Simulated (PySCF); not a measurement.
Cartesian coordinates in Å; atom numbers follow the order of the lines, from 1:
```xyz
14

C    -1.737    0.616    0.310
C    -0.268    0.369    0.167
C     0.651    1.322    0.561
P     2.379    1.167    0.454
C     2.436   -0.435   -0.251
N     1.437   -1.210   -0.567
C     0.172   -0.854   -0.378
C    -0.802   -1.810   -0.774
N    -1.609   -2.562   -1.085
H    -1.928    1.594    0.744
H    -2.188   -0.147    0.945
H    -2.226    0.558   -0.662
H     0.270    2.250    0.975
H     3.413   -0.858   -0.462
```

PySCF 2.14 calculation with σ from GIAO-PBE0/pcSseg-1 and geometry from GFN2-xTB; no relativistic terms, a single conformation, equivalent nuclei averaged, no solvent model.

Referencing at the same level of theory: 13C, 1H vs TMS; H3PO4 for 31P; 15N vs NH3.

```csv
atoms,nucleus,count,Hirshfeld charge,δ (ppm)
N9,15N,1,-0.20,327.6
C3,13C,1,-0.09,175.7
C2,13C,1,0.03,?
H10/H11/H12,1H,3,0.05,2.82
C8,13C,1,0.08,122.6
C1,13C,1,-0.11,?
C5,13C,1,-0.04,186.9
P4,31P,1,0.13,?
H14,1H,1,0.05,10.58
C7,13C,1,0.07,136.6
N6,15N,1,-0.13,?
H13,1H,1,0.05,9.68
```

Complete the table.

## Answers


- C2: 144.5 ppm, substituted aromatic carbon
- C1: 27.0 ppm, methyl carbon on an aromatic ring; a saturated carbon with 1 carbon neighbour and no heteroatom attached
- P4: 242.2 ppm, phosphorus bonded to 2 C, in a 6-membered ring
- N6: 378.2 ppm, pyridine-type ring nitrogen

Shifts are as computed. Against solution values, carbons near 30 ppm lie about +3 ppm off and those near 130 ppm about +5 ppm. Of 1211 compounds with measured shifts, 218 miss one by over three times the rms of a fit or turn the order of signals round; such compounds aren't used in these exercises. Experimental scales use liquid or dissolved standards, which lie at an offset from isolated NH3 (liquid NH3: subtract about 20 ppm) and H3PO4. Unscaled 15N shifts of sp2 nitrogen come out 20 to 40 ppm too high even then.
